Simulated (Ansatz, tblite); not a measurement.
Cost and result up the ladder for WO2Cl2 (WCl₂O₂) (5 atoms). The state is a singlet with charge 0. Geometry: r2SCAN-D4/def2-SVP.

```tsv
atom	x (Å)	y (Å)	z (Å)
W1	-0.0018	-0.0754	0.0222
O2	-1.3229	-0.9146	0.6960
O3	1.2710	-1.2041	-0.0758
Cl4	0.6056	1.5977	1.4366
Cl5	-0.5518	0.5964	-2.0789
```

Ansatz on 4 threads of Arm Neoverse V2 on a shared host; xTB runs through tblite on one thread. Times are rough, summed over both states, and most runs start from the orbitals of an earlier one. PBE0-D4/def2-TZVP serves as the yardstick here, not as an exact answer. The other state is a doublet.

In the def2 sets W takes a core potential; there is no spin–orbit coupling. The xTB rows come from tblite. HOMO above LUMO, or a gap near zero within one spin, warns that the state may not be the lowest or that an electron is smeared out.

Raw xTB energies of ions are shifted by several eV.

| level | functions | wall time |
| --- | --- | --- |
| GFN1-xTB | 35 | 0.009 s |
| GFN2-xTB | 35 | 0.012 s |
| PBE0-D4/def2-TZVP | 176 | 5.9 s |
| PBE-D4/def2-TZVP (with forces) | 176 | 8 s |
| r2SCAN-D4/def2-TZVP | 176 | 10 s |

(1) Estimate what each level gives for the vertical IE (eV).

Results:

(1) 
```csv
level,vertical IE (eV),difference from PBE0-D4/def2-TZVP (eV),remarks
GFN1-xTB,16.21,4.62,–
GFN2-xTB,15.48,3.89,–
PBE0-D4/def2-TZVP,11.59,0.00,–
PBE-D4/def2-TZVP (with forces),11.27,-0.32,gap within one spin near zero (+1 doublet)
r2SCAN-D4/def2-TZVP,11.45,-0.14,–
```
